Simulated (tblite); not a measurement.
Species: C₄H₁₂N₂SSi₂.
Z-matrix (Å and degrees, GFN2-xTB geometry), rows numbered from 1:
```
C 
N   1  1.2509
Si  2  1.7100  1  135.06
C   3  1.9068  2  105.22  1  -134.56
C   4  1.5230  3  107.80  2  -144.91
N   5  1.4502  4  111.19  3    44.18
Si  6  1.7109  5  121.86  4   -26.43
S   7  2.1636  3  119.77  2  -120.24
C   8  1.8166  7   98.55  3    82.04
H   1  1.0922  2  124.61  3     3.67
H   1  1.0863  2  119.35  3  -176.34
H   3  1.4771  2  119.71  1    -9.83
H   4  1.0900  3  108.48  2   -26.78
H   4  1.0883  3  114.48  2    93.26
H   5  1.0971  4  110.15  3   164.48
H   5  1.1003  4  109.24  3   -77.88
H   6  1.0067  5  113.13  4   171.92
H   7  1.4726  3  121.93  2    11.95
H   9  1.0858  8  109.57  7    56.33
H   9  1.0848  8  107.08  7   175.61
H   9  1.0861  8  109.67  7   -64.93
```

Level: GFN2-xTB in tblite, geometry and Hessian alike; calculated harmonic values, unscaled, isolated species. This tight-binding method is rough: wavenumbers can miss measured ones by several per cent, in bad cases by 10 to 20. Modes of hydrogen on silicon can be 10 to 20 % off. One conformer, not necessarily the lowest.

Harmonic wavenumbers (cm⁻¹): 30.9, 45.7, 67.3, 83.1, 111.7, 122.6, 159.4, 175.2, 186.1, 210.3, 257.4, 291.3, 371.0, 419.8, 480.4, 494.6, 546.8, 560.9, 620.5, 648.6, 689.6, 702.6, 731.6, 773.7, 809.5, 832.4, 948.7, 958.5, 969.4, 974.5, 1000.1, 1130.8, 1137.4, 1159.8, 1176.8, 1275.2, 1281.6, 1323.1, 1374.9, 1448.3, 1458.1, 1462.9, 1467.4, 1509.4, 1715.3, 2107.5, 2135.9, 2848.0, 2891.3, 2906.7, 2982.5, 2988.3, 3003.2, 3020.6, 3026.0, 3058.2, 3469.9.

A = 1244, B = 754.6, C = 510.2 MHz; mass 176.026 u (most abundant isotopes); point group C1, symmetry number 1.

What is the zero-point energy?

Half the sum of the wavenumbers: 34317 cm⁻¹ = 410.52 kJ/mol.

Entropy at 298.15 K, 1 bar (ideal gas, RRHO, classical rotation)?

Translation 173.34, rotation 129.22, vibration 188.80: S = 491.4 J/(mol K).

And Cp and H(298.15 K) − H(0)?

Cp = 203.86 J/(mol K), of which vibrations give 170.61 (their classical limit is 57 R = 473.9); H(298.15 K) − H(0) = 37.83 kJ/mol without the zero-point energy, 27.91 from vibrations.

Which modes carry the vibrational entropy at 298.15 K?

30.9 cm⁻¹: 24.14; 45.7 cm⁻¹: 20.90; 67.3 cm⁻¹: 17.70; 83.1 cm⁻¹: 15.97; 111.7 cm⁻¹: 13.55; 122.6 cm⁻¹: 12.80 J/(mol K); the other 51 give 83.74 together.

What must be added to the electronic energy to get the Gibbs energy at 298.15 K and 1 bar?

ZPE + [H(298.15 K) − H(0)] − T·S = 410.52 + 37.83 − 146.50 = 301.85 kJ/mol.

Blend soft modes into free rotors: weight 1/[1 + (100 cm⁻¹/ν̃)⁴] for the oscillator and the rest for a rotor with moment μB/(μ + B), μ = h/(8π²ν), B = 10⁻⁴⁴ kg m². What vibrational entropy results?

169.10 J/(mol K) in place of 188.80, which changes −T·S at 298.15 K by +5.87 kJ/mol.

Hindered rotation and anharmonicity are outside this model. Other conformers, if any are populated, would add a mixing term that is left out. The structure is chiral; the term R ln 2 for an equal mix with its mirror image is left out.

The run took 3.7 s wall on one thread of an Intel Xeon at 2.50 GHz, no GPU, shared host with 64 logical CPUs at a one-minute load of 62. The figure is for the frequency step alone.
